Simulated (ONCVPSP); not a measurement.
Ti, ONCV: configuration errors across variants

- Element: titanium (Ti)
- Generator: ONCVPSP 4.0.1
- Type: optimised norm-conserving Vanderbilt (ONCV)
- Functional: PBEsol
- Relativity: scalar-relativistic
- Frozen core: [Ne]
- Valence charge: 12
- Reference configuration: 3s2 3p6 3d2 4s2
- Partial waves: 3s+4s: rc 2.00 bohr, ncon 4, nbas 8, qcut 6.3 1/bohr, 2 projectors; 3p: rc 1.35 bohr, ncon 4, nbas 9, qcut 8.3 1/bohr, 2 projectors, debl 1.9 Ha; 3d: rc 1.35 bohr, ncon 4, nbas 8, qcut 13.9 1/bohr, local
- Local potential: the d channel
- Core correction: polynomial model core, fcfact 0.55

All-electron excitation energies from the reference (eV): (1) 3s2 3p6 3d2 4s1 7.359; (2) 3s2 3p6 3d2 4s0 20.830; (3) 3s2 3p6 3d1 4s0 47.727; (4) 3s1 3p6 3d2 4s2 69.473.

Errors AE − PS in meV (a dash: test not solved or not reliable):

```tsv
change	(1)	(2)	(3)	(4)	bound ghosts	GHOST(+) flags above zero
base	-0.6	-2.5	-1.1	-310	none	s, p
d: rc 1.16	-0.5	-2.2	-2.2	-291	none	s
p: ncon 3, nbas 8	-0.6	-2.5	+0.3	-307	none	s
all radii but the core radius scaled by about 0.91 (s 1.82, p 1.24, d 1.24 bohr)	-0.5	-2.1	-2.2	-247	none	s
d: nproj 1; local potential polynomial inside 1.10 bohr (lpopt 5, dvloc0 0 Ha)	-0.6	-2.4	+0.7	-305	none	none
core correction polynomial model core, fcfact 0.64	-0.6	-2.5	-1.1	-310	none	s, p
```

Q: Give the same row for: core correction Teter function, fcfact 4.25, rcfact 1.75.

A: -0.6, -2.4, -2.2, -307; bound ghosts: none; GHOST(+) flags above zero: s, p.
